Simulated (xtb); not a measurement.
C$_{2}$H$_{6}$Se$_{2}$, triplet, from a rough starting geometry (a higher spin typed on purpose: for a closed-shell molecule this is an excited state); GFN2-xTB (xtb).

xtb was given this input:
```
$ xtb mol.xyz --gfn 2 --uhf 2 --opt vtight --json

# file mol.xyz
10

C      1.99325231    -0.34413151    -0.26579200
Se     1.01391534     1.30281420     0.18445750
Se    -0.93203815     0.97253117    -1.03137744
C     -2.01832342     0.09413147     0.32282396
H      3.04050535    -0.14187096     0.01609814
H      1.96956825    -0.56496422    -1.30647971
H      1.63819569    -1.14945932     0.33014586
H     -2.89187717    -0.30223645    -0.18414875
H     -2.36463178     0.83605193     1.09209616
H     -1.38559843    -0.69911439     0.88094004
```

It wrote (shortened):

```
   ID    Z sym.   atoms
    1    6 C      1, 4
    2   34 Se     2, 3
    3    1 H      5-10

           -------------------------------------------------
          |                Calculation Setup                |
           -------------------------------------------------

           -------------------------------------------------
          |                 G F N 2 - x T B                 |
           -------------------------------------------------

          ...................................................
          :                      SETUP                      :
          :.................................................:
          :  # basis functions                  34          :
          :  # atomic orbitals                  32          :
          :  # shells                           16          :
          :  # electrons                        26          :
          :  max. iterations                   250          :
          :  Hamiltonian                  GFN2-xTB          :
          :  restarted?                      false          :
          :  GBSA solvation                  false          :
          :  PC potential                    false          :
          :  electronic temp.          300.0000000     K    :
          :  accuracy                    1.0000000          :
          :  -> integral cutoff          0.2500000E+02      :
          :  -> integral neglect         0.1000000E-07      :
          :  -> SCF convergence          0.1000000E-05 Eh   :
          :  -> wf. convergence          0.1000000E-03 e    :
          :  Broyden damping             0.4000000          :
          :  net charge                          0          :
          :  unpaired electrons                  2          :
          ...................................................

 iter      E             dE          RMSdq      gap      omega  full diag
   1    -13.6393814 -0.136394E+02  0.490E+00    1.58       0.0  T
   2    -13.6548017 -0.154203E-01  0.551E+00    1.14       1.0  T
   3    -13.6580903 -0.328859E-02  0.545E+00    1.12       1.0  T
   4    -13.6826079 -0.245176E-01  0.137E+00    1.24       1.0  T
   5    -13.6828846 -0.276734E-03  0.563E-01    1.22       1.0  T
   6    -13.6826915  0.193104E-03  0.607E-01    1.21       1.0  T
   7    -13.6829945 -0.302909E-03  0.151E-01    1.21       1.0  T
   8    -13.6829846  0.982819E-05  0.171E-01    1.21       1.0  T
   9    -13.6830095 -0.248329E-04  0.240E-02    1.21       1.3  T
[...]
 * total energy  :   -13.6411811 Eh     change        0.1690333E-04 Eh
 * total energy  :   -13.6412280 Eh     change       -0.4690929E-04 Eh
 * total energy  :   -13.6412311 Eh     change       -0.3015999E-05 Eh
 * total energy  :   -13.6412318 Eh     change       -0.7381879E-06 Eh
 * total energy  :   -13.6412343 Eh     change       -0.2466647E-05 Eh
 * total energy  :   -13.6412360 Eh     change       -0.1730087E-05 Eh
 * total energy  :   -13.6412382 Eh     change       -0.2170348E-05 Eh
 * total energy  :   -13.6412405 Eh     change       -0.2344601E-05 Eh
 * total energy  :   -13.6412425 Eh     change       -0.1963927E-05 Eh
 * total energy  :   -13.6412430 Eh     change       -0.5659021E-06 Eh
 * total energy  :   -13.6412432 Eh     change       -0.1626657E-06 Eh
 * total energy  :   -13.6412433 Eh     change       -0.9843387E-07 Eh
   *** GEOMETRY OPTIMIZATION CONVERGED AFTER 54 ITERATIONS ***
         :: total energy             -13.641243291641 Eh    ::
[...]
     4   6 C        3.744    -0.067    21.856     6.669
     5   1 H        0.925     0.064     2.157     2.297
     6   1 H        0.925     0.069     2.102     2.267
     7   1 H        0.925     0.064     2.152     2.294
     8   1 H        0.925     0.064     2.157     2.297
     9   1 H        0.925     0.069     2.102     2.267
    10   1 H        0.925     0.064     2.153     2.294

 Mol. C6AA /au·bohr⁶  :       2390.374388
 Mol. C8AA /au·bohr⁸  :     116068.466656
 Mol. α(0) /au        :         80.954187

Wiberg/Mayer (AO) data.
largest (>0.10) Wiberg bond orders for each atom

 ---------------------------------------------------------------------------
     #   Z sym  total        # sym  WBO       # sym  WBO       # sym  WBO
 ---------------------------------------------------------------------------
     1   6 C    3.982 --     2 Se   1.057     5 H    0.970     7 H    0.969
                             6 H    0.967
     2  34 Se   2.187 --     1 C    1.057     3 Se   1.035
     3  34 Se   2.187 --     4 C    1.057     2 Se   1.035
     4   6 C    3.982 --     3 Se   1.057     8 H    0.970    10 H    0.969
                             9 H    0.967
     5   1 H    0.995 --     1 C    0.970
     6   1 H    0.995 --     1 C    0.967
     7   1 H    0.995 --     1 C    0.969
     8   1 H    0.995 --     4 C    0.970
     9   1 H    0.995 --     4 C    0.967
    10   1 H    0.995 --     4 C    0.969
 ---------------------------------------------------------------------------

Topologies differ in total number of bonds
Writing topology from bond orders to xtbtopo.mol

molecular dipole:
                 x           y           z       tot (Debye)
 q only:        0.000      -0.048       0.037
   full:       -0.000      -0.067       0.051       0.214
molecular quadrupole (traceless):
                xx          xy          yy          xz          yz          zz
 q only:        6.107      -2.182      -2.927      -2.864      -0.593      -3.180
  q+dip:        8.844      -2.078      -3.829      -2.751      -2.453      -5.015
   full:        9.129      -2.738      -4.015      -3.599      -2.305      -5.114

optimized geometry written to: xtbopt.xyz

           -------------------------------------------------
          | TOTAL ENERGY              -13.641243291641 Eh   |
          | GRADIENT NORM               0.000267720524 Eh/α |
          | HOMO-LUMO GAP               4.012484632373 eV   |
           -------------------------------------------------
```
